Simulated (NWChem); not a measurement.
System: C4H4ClF; SMILES C(C(F)=C)(=C)Cl

Parts of the log:

```
             Northwest Computational Chemistry Package (NWChem) 7.3.0
             --------------------------------------------------------

                             Geometry "geometry" -> ""
                             -------------------------

 Output coordinates in angstroms (scale by  1.889725989 to convert to a.u.)

  No.       Tag          Charge          X              Y              Z
 ---- ---------------- ---------- -------------- -------------- --------------
    1 C                    6.0000    -1.67127400     1.01745100     0.00000000
    2 C                    6.0000    -0.33956400     0.95388200     0.00000000
    3 F                    9.0000     0.38426400     2.07775800     0.00000000
    4 C                    6.0000     0.50470000    -0.24754700     0.00000000
    5 C                    6.0000     1.84127300    -0.20386800     0.00000000
    6 Cl                  17.0000    -0.33434600    -1.76460800     0.00000000
    7 H                    1.0000    -2.16792900     1.98838900     0.00000000
    8 H                    1.0000    -2.26366600     0.10482500     0.00000000
    9 H                    1.0000     2.34735500     0.76205000     0.00000000
   10 H                    1.0000     2.43597200    -1.11775300     0.00000000

 Effective nuclear repulsion energy (a.u.)     271.2669672636

                                 NWChem DFT Module
                                 -----------------

 Summary of "ao basis" -> "ao basis" (spherical)
 ------------------------------------------------------------------------------
       Tag                 Description            Shells   Functions and Types
 ---------------- ------------------------------  ------  ---------------------
 C                          def2-svp                 6       14   3s2p1d
 F                          def2-svp                 6       14   3s2p1d
 Cl                         def2-svp                 8       18   4s3p1d
 H                          def2-svp                 3        5   2s1p

 in cosmo_initialize ...

 solvent parameters
 solvname_short: unkn
 solvname_long:  unknown
 dielec:       25.0000

          ---------------
          -cosmo- solvent
          ---------------
 Cosmo: York-Karplus, doi: 10.1021/jp992097l
 dielectric constant -eps-     =  25.00
 screen = (eps-1)/(eps    )    =   0.96000
 surface charge correction     = lagrangian

   van der Waals surface
 --------------------------

[...]

                                   COSMO solvation results
                                   -----------------------

                 gas phase energy =      -714.059913146698
                 sol phase energy =      -714.063297082266
 (electrostatic) solvation energy =         0.003383935568 (    2.12 kcal/mol)

                       DFT Final Molecular Orbital Analysis
                       ------------------------------------

 Vector   25  Occ=2.000000D+00  E=-3.363576D-01
              MO Center= -2.5D-01, -1.4D+00,  1.7D-10, r^2= 2.1D+00
   Bfn.  Coefficient  Atom+Function         Bfn.  Coefficient  Atom+Function
  ----- ------------  ---------------      ----- ------------  ---------------
    81      0.550611   6 Cl px               78      0.407460   6 Cl px
    82     -0.286959   6 Cl py               75      0.235066   6 Cl px
    79     -0.214148   6 Cl py               76     -0.123679   6 Cl py
    17      0.113083   2 C  s                60      0.105788   5 C  px
    46     -0.103764   4 C  px               19     -0.090732   2 C  py

 Vector   26  Occ=2.000000D+00  E=-3.081526D-01
              MO Center= -2.4D-01, -2.3D-01, -3.4D-09, r^2= 3.7D+00
   Bfn.  Coefficient  Atom+Function         Bfn.  Coefficient  Atom+Function
  ----- ------------  ---------------      ----- ------------  ---------------
    83      0.453898   6 Cl pz               80      0.320817   6 Cl pz
    20     -0.272286   2 C  pz               34     -0.237355   3 F  pz
     6     -0.234465   1 C  pz               48     -0.192084   4 C  pz
    77      0.185206   6 Cl pz               37      0.183332   3 F  pz
    62     -0.167819   5 C  pz                9     -0.151696   1 C  pz

 Vector   27  Occ=2.000000D+00  E=-2.636800D-01
              MO Center=  3.2D-02,  2.9D-01, -3.8D-10, r^2= 3.9D+00
   Bfn.  Coefficient  Atom+Function         Bfn.  Coefficient  Atom+Function
  ----- ------------  ---------------      ----- ------------  ---------------
     6      0.335500   1 C  pz               62     -0.333556   5 C  pz
     9      0.265087   1 C  pz               65     -0.257002   5 C  pz
    20      0.235811   2 C  pz               48     -0.230610   4 C  pz
    83      0.212438   6 Cl pz               51     -0.150900   4 C  pz
    23      0.140826   2 C  pz               80      0.135581   6 Cl pz

 Vector   28  Occ=0.000000D+00  E=-4.649496D-02
              MO Center=  2.7D-01,  2.6D-01, -8.3D-10, r^2= 4.0D+00
   Bfn.  Coefficient  Atom+Function         Bfn.  Coefficient  Atom+Function
  ----- ------------  ---------------      ----- ------------  ---------------
    65      0.493883   5 C  pz                9      0.405551   1 C  pz
    62      0.370834   5 C  pz               51     -0.368629   4 C  pz
     6      0.322790   1 C  pz               48     -0.294874   4 C  pz
    20     -0.250937   2 C  pz               23     -0.243333   2 C  pz
    83      0.150286   6 Cl pz               37      0.089391   3 F  pz

 Vector   29  Occ=0.000000D+00  E= 4.682187D-02
              MO Center=  2.9D-01, -8.6D-01, -6.1D-09, r^2= 3.3D+00
   Bfn.  Coefficient  Atom+Function         Bfn.  Coefficient  Atom+Function
  ----- ------------  ---------------      ----- ------------  ---------------
    82      0.738176   6 Cl py               74      0.610504   6 Cl s
    50      0.582890   4 C  py               45     -0.574323   4 C  s
   105      0.538655  10 H  s                47      0.399876   4 C  py
    81      0.393981   6 Cl px               49      0.336727   4 C  px
    44     -0.328789   4 C  s                59     -0.257171   5 C  s

[...]
```

Level: PBE0/def2-SVP, COSMO on the gas-phase geometry. Structure relaxed at the PBE0/def2-SVP level. COSMO prints the solvation energy as gas minus solution, so a positive value is a stabilisation.

**Question.** Which NWChem input produces such a log?

**Answer.** Several could match; the one computed here: the input that was run:
```
start job
memory heap 200 mb stack 900 mb global 1100 mb
geometry units angstroms noautosym nocenter noautoz
  C     -1.671274     1.017451     0.000000
  C     -0.339564     0.953882     0.000000
  F      0.384264     2.077758     0.000000
  C      0.504700    -0.247547     0.000000
  C      1.841273    -0.203868     0.000000
  Cl    -0.334346    -1.764608     0.000000
  H     -2.167929     1.988389     0.000000
  H     -2.263666     0.104825     0.000000
  H      2.347355     0.762050     0.000000
  H      2.435972    -1.117753     0.000000
end
basis spherical
  * library def2-svp
end
dft
  xc pbe0
  iterations 150
end
cosmo
  dielec 25.0
end
task dft energy
```
